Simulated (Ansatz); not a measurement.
Ligand exchange: SiH(CH3)2Br + C2H4Br2 → SiH(CH3)3 + CHBr3

Gas-phase species: SiH(CH3)2Br, singlet; C2H4Br2 (1,1-dibromoethane) `CC(Br)Br`, singlet; SiH(CH3)3 (trimethylsilane), singlet; CHBr3 (bromoform) `BrC(Br)Br`, singlet. The partners trade Br for CH3: Si–Br and C–CH3 bonds give way to Si–CH3 and C–Br.

Shapes, held fixed at every level: PBE0-D4/def2-TZVP. Programs: Ansatz 0.2.0. The zero-point and thermal change to 298 K, harmonic and unscaled (PBE0-D4/def2-TZVP), is -6.7 kJ/mol.

| level | kind | ΔH(298 K) (kJ/mol) | less CCSD(T)/def2-TZVPP |
| --- | --- | --- | --- |
| HF/def2-SVP | Hartree–Fock | +183.7 | +31.6 |
| r2SCAN-D4/def2-TZVPP | meta-GGA | +153.6 | +1.5 |
| wB97M-V/def2-TZVPP | range-separated hybrid | +153.9 | +1.8 |
| MP2/def2-TZVPP | perturbation theory | +153.7 | +1.6 |
| CCSD/def2-SVP | coupled cluster or CI | +167.0 | +14.9 |
| CCSD/def2-TZVPP | coupled cluster or CI | +155.6 | +3.5 |
| CCSD(T)/def2-TZVPP | coupled cluster or CI | +152.1 | 0.0 |

The highest level, CCSD(T)/def2-TZVPP, gives ΔH(298 K) = +152.1 kJ/mol; the levels span +152.1 to +183.7. The column of differences is taken from that level and isn't an error. No measured value is set beside it here. Relativity is left out for Br. Outer-core shells of Br are correlated, in sets that cover them unevenly.
